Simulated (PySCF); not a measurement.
C2H9BSi.

```xyz
13

B      0.3178    -0.2767     0.3221
C      1.8102    -0.4586    -0.1157
H      2.2904    -1.3659     0.2848
H      2.3300     0.3998     0.3599
H      2.0104    -0.3698    -1.1939
C     -0.2221    -0.9504     1.6277
H     -0.7029    -1.8859     1.2716
H     -1.0149    -0.3932     2.1488
H      0.5592    -1.2558     2.3418
Si    -0.9183     0.8168    -0.8720
H     -2.1643     1.3058    -0.1966
H     -1.3493    -0.0399    -2.0296
H     -0.2191     2.0068    -1.4611
```

Geometry: PBE0-D3(BJ)/def2-SVP. This is a generated structure with no PubChem entry under its InChIKey; it may be hypothetical.

These are PBE/pcSseg-1 (PySCF) values and carry that method's errors. Non-relativistic, no solvent.

Computed absolute GIAO shielding of each atom: isotropic value and principal components (ppm):
| atom | σ(iso) | σ11 | σ22 | σ33 | span |
|---|---|---|---|---|---|
| B1 | -12.1 | -88.3 | -70.9 | 122.7 | 211.0 |
| C2 | 154.3 | 126.9 | 162.8 | 173.1 | 46.2 |
| H3 | 29.6 | 26.5 | 28.8 | 33.5 | 7.0 |
| H4 | 30.4 | 26.6 | 29.6 | 35.0 | 8.4 |
| H5 | 29.2 | 25.8 | 29.1 | 32.7 | 6.9 |
| C6 | 154.2 | 126.9 | 162.7 | 173.0 | 46.1 |
| H7 | 30.3 | 26.7 | 29.3 | 34.7 | 8.0 |
| H8 | 29.1 | 25.6 | 28.8 | 33.0 | 7.4 |
| H9 | 29.6 | 26.5 | 28.8 | 33.4 | 6.9 |
| Si10 | 443.4 | 397.6 | 456.9 | 475.9 | 78.3 |
| H11 | 27.8 | 24.6 | 26.3 | 32.3 | 7.7 |
| H12 | 27.5 | 25.1 | 25.8 | 31.6 | 6.6 |
| H13 | 27.6 | 24.6 | 26.5 | 31.8 | 7.2 |
